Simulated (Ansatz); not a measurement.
`C[CH2][AlH][AlH2]` + H₂ → `[AlH3]` + `C[CH2][AlH2]` at 400 K and 1 bar (hydrogenolysis of the Al–Al bond).

Computed with Ansatz on PBE0-D4/def2-TZVP structures; ΔE is electronic, products minus reactants. CCSD(T)/CBS is the MP2 limit (def2-TZVPP, def2-QZVPP) plus CCSD(T) − MP2 in def2-TZVPP, frozen cores. This one scheme is used for every species. One conformer a species, not always the lowest.

```json
{"species": "`C[CH2][AlH][AlH2]`", "CCSD(T)/CBS energy (Eh)": "-564.91212", "H − E (kJ/mol)": "258.4", "S (J/(mol·K))": "412.8"}
{"species": "H₂", "CCSD(T)/CBS energy (Eh)": "-1.17544", "H − E (kJ/mol)": "38.0", "S (J/(mol·K))": "139.0"}
{"species": "`[AlH3]`", "CCSD(T)/CBS energy (Eh)": "-243.78045", "H − E (kJ/mol)": "63.6", "S (J/(mol·K))": "220.9"}
{"species": "`C[CH2][AlH2]`", "CCSD(T)/CBS energy (Eh)": "-322.31200", "H − E (kJ/mol)": "229.7", "S (J/(mol·K))": "336.1"}
```

H − E and S are ideal-gas, rigid-rotor, harmonic terms from PBE0-D4/def2-TZVP, for one conformer and one mirror image of each species. For small species the MP2-based limit differs from directly extrapolated CCSD(T) by up to some mEh (0.8 for H₂); such offsets cancel only in part. 1 Eh = 2625.50 kJ/mol, R = 8.31446 J/(mol·K).

Task: By hand: ΔE, ΔH, ΔS and ΔG.

Result: ΔE = (-243.78045) + (-322.31200) − (-564.91212) − (-1.17544) = -0.00489 Eh = -12.8 kJ/mol. Δ(H − E) = 63.6 + 229.7 − 258.4 − 38.0 = -3.1, so ΔH = -15.9 kJ/mol. ΔS = 220.9 + 336.1 − 412.8 − 139.0 = 5.2 J/(mol·K). ΔG = -15.9 − 400 × (5.2)/1000 = -18.0 kJ/mol.

Task: By hand: the equilibrium constant, and the temperature at which ΔG would vanish if ΔH and ΔS stayed fixed.

Result: log₁₀ K = −ΔG/(RT ln 10) = 2.4. ΔH and −TΔS have one sign here, so there is no such temperature.

The number of gas molecules stays the same, so ΔS is small and ΔH decides. A doubt of 5 kJ/mol in ΔE shifts log₁₀ K by 0.7 here. Other conformers and mirror images would add mixing entropy, several J/(mol·K) or more a flexible species. Modes under 60 cm⁻¹, often nearly free rotors, make the harmonic entropy too high. These are equilibria of isolated gas molecules and say nothing of rates. Largest T1 diagnostic: 0.010 (customary marks: 0.02 for closed shells, 0.045 for open ones).

ΔS is within the doubt of such terms, so its sign, and with it that verdict, could turn.
